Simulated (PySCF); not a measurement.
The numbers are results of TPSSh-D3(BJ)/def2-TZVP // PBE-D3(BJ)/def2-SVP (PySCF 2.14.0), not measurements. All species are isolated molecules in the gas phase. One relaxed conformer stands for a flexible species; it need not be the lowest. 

Reference species: [Nb(OH)3(NH2)2] (neutral, multiplicity 1).

* **LUMO**: -1.80 eV
* **charge on the central atom (Mulliken)**: 1.88 e
* **HOMO–LUMO gap**: 4.25 eV
* **coordination number**: 5

After one change: the LUMO falls by 0.18 eV; the charge on the central atom (Mulliken) stays essentially unchanged; the HOMO–LUMO gap rises by 0.37 eV; the coordination number stays essentially unchanged.

### Question
What was changed between the two runs? The new species is one of these.
(A) [Nb(OH)(NH2)4]
(B) [Nb(OH)4(NH2)]
(C) [Nb(OH)2(NH2)3]
(D) [Nb(OH)5]

### Answer
B, [Nb(OH)4(NH2)]
